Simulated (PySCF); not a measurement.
BH2O3, SMILES [O-]B(O)O, charge -1. Atoms are numbered in the order given.

```xyz
6

O      0.0000     1.1715    -0.7241
B      0.0000     0.0000     0.1083
O      0.0000    -1.1715    -0.7241
O      0.0000     0.0000     1.4070
H      0.0000     1.9086    -0.1058
H      0.0000    -1.9086    -0.1058
```
Charge -1, spin multiplicity 1.

Geometry optimised at B3LYP-D3(BJ)/def2-SVPD. One conformer was computed; it need not be the lowest.

These are PBE0/pcJ-1 run with PySCF values and carry that method's errors.

Isotropic couplings with Fermi-contact, spin-dipole and both spin-orbit terms, one fixed conformer, no vibrational averaging. Isotopes: 11B, 1H.

Computed spin–spin coupling constants:
```tsv
pair	bonds apart	J (Hz)
B2–H5	2	-4.4
B2–H6	2	-4.4
H5–H6	4	2.4
```
